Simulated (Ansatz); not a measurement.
Relaxation of Sr₆S₅ (charge 0, singlet) with RKS PBE-D4/def2-SVP in Ansatz.

Positions (Å) and forces (eV/Å) at steps 27, 28, 29, 30, 31, 32 of 32:

```xyz
11
step=27 energy=-59169.8962 eV
Sr   -3.115   -2.097    3.273   -0.021    0.001   -0.050
Sr   -2.711    1.828    2.470   -0.093   -0.050    0.037
Sr   -1.903    3.564   -1.075   -0.020   -0.031    0.003
Sr    0.469    0.879    0.180    0.005    0.017   -0.065
Sr   -6.645    1.779    1.419    0.112   -0.057   -0.038
Sr   -3.584   -0.263   -0.404    0.356    0.212   -0.239
S    -0.887    1.260   -2.190   -0.453   -0.235    0.313
S    -1.465   -0.740    1.476    0.059   -0.019    0.145
S    -0.543    3.221    1.368    0.087    0.053   -0.069
S    -4.321    2.493    0.014   -0.018    0.086    0.062
S    -5.013   -0.283    2.360   -0.015    0.023   -0.098
11
step=28 energy=-59170.1013 eV
Sr   -3.122   -2.100    3.257   -0.037   -0.013   -0.037
Sr   -2.717    1.830    2.476   -0.067   -0.047    0.045
Sr   -1.914    3.571   -1.067   -0.023   -0.017    0.010
Sr    0.472    0.875    0.189   -0.021    0.004   -0.018
Sr   -6.637    1.768    1.411    0.080   -0.038   -0.046
Sr   -3.474   -0.192   -0.463    0.323    0.144   -0.251
S    -1.039    1.160   -2.118   -0.441   -0.219    0.306
S    -1.436   -0.737    1.511    0.102    0.028    0.116
S    -0.533    3.226    1.356    0.077    0.027   -0.086
S    -4.318    2.531    0.027   -0.015    0.117    0.059
S    -5.000   -0.290    2.311    0.022    0.015   -0.099
11
step=29 energy=-59170.2369 eV
Sr   -3.133   -2.104    3.243   -0.024   -0.012   -0.049
Sr   -2.723    1.825    2.484   -0.025   -0.033   -0.006
Sr   -1.926    3.579   -1.059   -0.039    0.019    0.017
Sr    0.469    0.871    0.198    0.021   -0.016    0.011
Sr   -6.624    1.759    1.398    0.041   -0.025   -0.049
Sr   -3.373   -0.143   -0.531   -0.017   -0.017    0.024
S    -1.189    1.075   -2.032   -0.107   -0.055    0.038
S    -1.402   -0.727    1.546    0.063    0.025    0.098
S    -0.518    3.229    1.334    0.038    0.024   -0.050
S    -4.315    2.570    0.042    0.011    0.090    0.045
S    -4.984   -0.292    2.267    0.039    0.001   -0.078
11
step=30 energy=-59170.2614 eV
Sr   -3.157   -2.172    3.152    0.002   -0.016    0.005
Sr   -2.703    1.847    2.521    0.071    0.031   -0.091
Sr   -1.940    3.586   -1.069    0.011   -0.068   -0.047
Sr    0.466    0.861    0.179   -0.038    0.012   -0.047
Sr   -6.625    1.719    1.297   -0.041   -0.010    0.015
Sr   -3.382   -0.144   -0.461   -0.046    0.007    0.058
S    -1.287    1.020   -2.010    0.080    0.072    0.034
S    -1.347   -0.672    1.663   -0.029   -0.003   -0.002
S    -0.484    3.242    1.277   -0.025   -0.012    0.069
S    -4.293    2.649    0.119    0.010   -0.020    0.016
S    -4.964   -0.293    2.223    0.004    0.007   -0.009
11
step=31 energy=-59170.2644 eV
Sr   -3.163   -2.182    3.147   -0.005    0.014   -0.006
Sr   -2.678    1.858    2.487   -0.022   -0.002    0.055
Sr   -1.946    3.571   -1.073    0.011    0.056    0.006
Sr    0.470    0.860    0.179    0.016    0.001    0.035
Sr   -6.645    1.712    1.300    0.000   -0.011    0.014
Sr   -3.397   -0.142   -0.445    0.002   -0.013   -0.015
S    -1.270    1.033   -1.988   -0.016   -0.046   -0.058
S    -1.352   -0.676    1.661    0.011   -0.001   -0.014
S    -0.473    3.248    1.281   -0.005    0.001   -0.010
S    -4.304    2.646    0.125    0.019    0.014   -0.026
S    -4.959   -0.287    2.217   -0.009   -0.013    0.020
11
step=32 energy=-59170.2659 eV
Sr   -3.161   -2.179    3.146    0.000   -0.003    0.001
Sr   -2.688    1.855    2.500   -0.005    0.000    0.002
Sr   -1.939    3.576   -1.076    0.000   -0.003   -0.002
Sr    0.467    0.864    0.182    0.001    0.000   -0.002
Sr   -6.637    1.715    1.307    0.001    0.000    0.002
Sr   -3.394   -0.143   -0.453    0.000    0.001    0.002
S    -1.269    1.027   -2.001    0.003    0.002   -0.002
S    -1.354   -0.675    1.655   -0.001   -0.001    0.002
S    -0.483    3.248    1.285    0.001    0.001    0.000
S    -4.297    2.642    0.118   -0.001    0.002   -0.001
S    -4.963   -0.288    2.228    0.001    0.000    0.000
```

In the def2 sets Sr takes a core potential; there is no spin–orbit coupling. The restricted singlet is unstable towards broken spin symmetry in Hartree–Fock (as tested in another run); at PBE-D4/def2-SVP this wasn't settled. At PBE0-D4/def2-TZVP a triplet of charge 0 lies 0.22 eV below the restricted singlet, each at its own geometry. The structure comes from a short search, and lower isomers may exist.
